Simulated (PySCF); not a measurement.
2-bromoprop-1-ene (C₃H₅Br), SMILES C(=C)(Br)C.

Geometry: TPSSh-D3(BJ)/def2-SVP.

These are TDA-PBE/def2-SVPD in PySCF values and carry that method's errors.

Vertical excitations. Isolated molecule, no solvent. State labels are in the subgroup Cs.

```csv
state,symmetry,energy (eV),λ (nm),f,main pairs
S1,A",5.32,233,0.000,HOMO→LUMO+1 99 %
S2,A",5.67,219,0.000,HOMO−1→LUMO 100 %
S3,A',5.92,209,0.138,"HOMO→LUMO 69 %, HOMO−2→LUMO 24 %"
S4,A",6.18,201,0.003,HOMO→LUMO+2 100 %
S5,A',6.23,199,0.004,HOMO−1→LUMO+1 98 %
S6,A',6.95,179,0.033,HOMO−1→LUMO+2 99 %
S7,A",7.08,175,0.002,HOMO−2→LUMO+1 97 %
S8,A",7.12,174,0.009,HOMO→LUMO+3 99 %
S9,A",7.23,172,0.033,HOMO→LUMO+4 97 %
S10,A',7.54,164,0.146,"HOMO→LUMO+5 51 %, HOMO−2→LUMO 35 %"
T1,A',4.11,302,0,HOMO→LUMO 94 %
T2,A",4.87,255,0,HOMO→LUMO+1 100 %
T3,A',5.54,224,0,HOMO−1→LUMO+1 100 %
T4,A",5.60,222,0,HOMO−1→LUMO 100 %
```
Triplets are in the Tamm–Dancoff approximation.
